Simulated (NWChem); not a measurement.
SiH2Cl, doublet; SMILES [SiH2]Cl

All runs: NWChem. Spin-unrestricted. In the optimisation the excess spin sits in a' (Cs, its own frame). No stability test was run on the SCF state. Level B3LYP/def2-SVP: optimisations from one semi-empirical or force-field start; each run changes one setting, and all end within 0.3 mHa of each other.

| setting | optimisation steps |
|---|---|
| redundant internal coordinates, default thresholds | 6 |
| loose thresholds | 4 |
| tight thresholds | 7 |
| symmetry off | 5 |
